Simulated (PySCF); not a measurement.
Sr²⁺ (strontium, charge +2) across methods

[Kr], closed-shell 1S. Calculation: PySCF 2.14, in aug-cc-pwCVTZ-X2C with one added diffuse shell each of s, p, d, f type (11s10p8d4f, 109 functions); the spin-free X2C one-electron Hamiltonian (Gaussian nucleus).

| method | E (hartree) | mean ε 3d (eV) | mean ε 4s (eV) | mean ε 4p (eV) | Σ⟨r²⟩ (bohr²) | ⟨S²⟩ |
| --- | --- | --- | --- | --- | --- | --- |
| PBE0 | -3178.35 | -148.50 | -57.917 | -38.460 | 26.20 | 0.000 |
| LDA | -3174.49 | -142.71 | -54.843 | -36.661 | 26.23 | 0.000 |
| UHF | -3176.79538 | -165.58 | -66.231 | -43.051 | 26.32 | 0.000 |
| CAM-B3LYP | -3178.84 | -149.37 | -59.485 | -39.922 | 26.30 | 0.000 |
| M06-L | -3178.56 | -144.26 | -55.824 | -36.990 | 26.10 | 0.000 |
| r2SCAN | -3178.65 | -144.21 | -55.927 | -37.118 | 26.16 | 0.000 |
| PBE | -3178.27 | -142.36 | -54.701 | -36.513 | 26.23 | 0.000 |
| TPSSh | -3178.55 | -144.81 | -56.383 | -37.485 | 26.19 | 0.000 |
